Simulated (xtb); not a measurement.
xtb input (GFN1-xTB):

```bash
xtb mol.xyz --gfn 1 --sp --chrg -1 --uhf 0
```
mol.xyz:
```
10

C     -1.97723565     0.19290964     0.37995491
C     -0.68865013     0.60227504    -0.26283132
C      0.47066605    -0.10075517    -0.04994972
O      0.70081760    -1.12426625     0.64511093
O      1.61516907     0.42061896    -0.73738613
H     -2.41028913     0.95988551     1.04632939
H     -1.80044018    -0.69677299     0.99027984
H     -2.77617883    -0.06280368    -0.33847585
H     -0.66077050     1.46979809    -0.91086996
H      2.29110372    -0.20750571    -0.45210502
```

End of the output:

```
         :::::::::::::::::::::::::::::::::::::::::::::::::::::
         ::                     SUMMARY                     ::
         :::::::::::::::::::::::::::::::::::::::::::::::::::::
         :: total energy             -18.659857956084 Eh    ::
         :: gradient norm              0.019057195031 Eh/a0 ::
         :: HOMO-LUMO gap              5.117966917723 eV    ::
         ::.................................................::
         :: SCC energy               -18.823053076150 Eh    ::
         :: -> electrostatic           0.233058976182 Eh    ::
         :: repulsion energy           0.165848930742 Eh    ::
         :: dispersion energy         -0.002653810676 Eh    ::
         :: halogen bond corr.         0.000000000000 Eh    ::
         :: add. restraining           0.000000000000 Eh    ::
         :: total charge              -1.000000000000 e     ::
         :::::::::::::::::::::::::::::::::::::::::::::::::::::

           -------------------------------------------------
          |                Property Printout                |
           -------------------------------------------------

    * Orbital Energies and Occupations

         #    Occupation            Energy/Eh            Energy/eV
      -------------------------------------------------------------
         1        2.0000           -0.5651470             -15.3784
       ...           ...                  ...                  ...
         3        2.0000           -0.4425044             -12.0412
         4        2.0000           -0.4357333             -11.8569
         5        2.0000           -0.3837743             -10.4430
         6        2.0000           -0.3663068              -9.9677
         7        2.0000           -0.3506378              -9.5413
         8        2.0000           -0.3454607              -9.4005
         9        2.0000           -0.3295012              -8.9662
        10        2.0000           -0.3118033              -8.4846
        11        2.0000           -0.2896035              -7.8805
        12        2.0000           -0.2697241              -7.3396
        13        2.0000           -0.2615004              -7.1158
        14        2.0000           -0.2076493              -5.6504
        15        2.0000           -0.1448311              -3.9411 (HOMO)
Note: The following floating-point exceptions are signalling: IEEE_DENORMAL
normal termination of xtb
        16                          0.0432507               1.1769 (LUMO)
        17                          0.0533916               1.4529
        18                          0.0990498               2.6953
        19                          0.1144004               3.1130
        20                          0.1223016               3.3280
        21                          0.1426057               3.8805
        22                          0.2828905               7.6978
        23                          0.4052225              11.0267
        24                          0.4219094              11.4807
        25                          0.4283524              11.6561
        26                          0.4967361              13.5169
       ...                                ...                  ...
        30                          0.8828922              24.0247
      -------------------------------------------------------------
                  HL-Gap            0.1880818 Eh            5.1180 eV
             Fermi-level           -0.0507902 Eh           -1.3821 eV

  Mulliken/CM5 charges         n(s)   n(p)   n(d)
     1C    -0.03795 -0.17980   0.988  3.050  0.000
     2C    -0.32462 -0.37946   1.010  3.314  0.000
     3C     0.48721  0.52822   0.969  2.544  0.000
     4O    -0.72904 -0.77688   1.749  4.980  0.000
     5O    -0.62049 -0.81216   1.727  4.894  0.000
     6H    -0.03775  0.01189   1.038  0.000  0.000
     7H     0.00811  0.06375   0.992  0.000  0.000
     8H    -0.03775  0.01189   1.038  0.000  0.000
     9H    -0.01510  0.04408   1.015  0.000  0.000
    10H     0.30738  0.48847   0.693  0.000  0.000

Wiberg/Mayer (AO) data.
largest (>0.10) Wiberg bond orders for each atom

 ---------------------------------------------------------------------------
     #   Z sym  total        # sym  WBO       # sym  WBO       # sym  WBO
 ---------------------------------------------------------------------------
     1   6 C    3.990 --     2 C    1.024     7 H    0.985     6 H    0.982
                             8 H    0.982
     2   6 C    3.788 --     3 C    1.536     1 C    1.024     9 H    0.979
                             4 O    0.179
     3   6 C    3.868 --     2 C    1.536     4 O    1.404     5 O    0.896
     4   8 O    1.736 --     3 C    1.404     2 C    0.179
     5   8 O    1.921 --     3 C    0.896    10 H    0.891
     6   1 H    1.020 --     1 C    0.982
     7   1 H    1.022 --     1 C    0.985
     8   1 H    1.020 --     1 C    0.982
     9   1 H    1.005 --     2 C    0.979
    10   1 H    0.943 --     5 O    0.891
 ---------------------------------------------------------------------------

Topologies differ in total number of bonds
Writing topology from bond orders to xtbtopo.mol

 dipole moment from electron density (au)
     X       Y       Z
  -0.1694   0.3573  -0.2191  total (Debye):    1.149

           -------------------------------------------------
          | TOTAL ENERGY              -18.659857956084 Eh   |
          | GRADIENT NORM               0.019057195031 Eh/α |
          | HOMO-LUMO GAP               5.117966917723 eV   |
           -------------------------------------------------

------------------------------------------------------------------------
------------------------------------------------------------------------
 total:
 SCF:
```

It need not be the lowest isomer of its formula. Whether it binds its extra electron was not tested at this geometry.
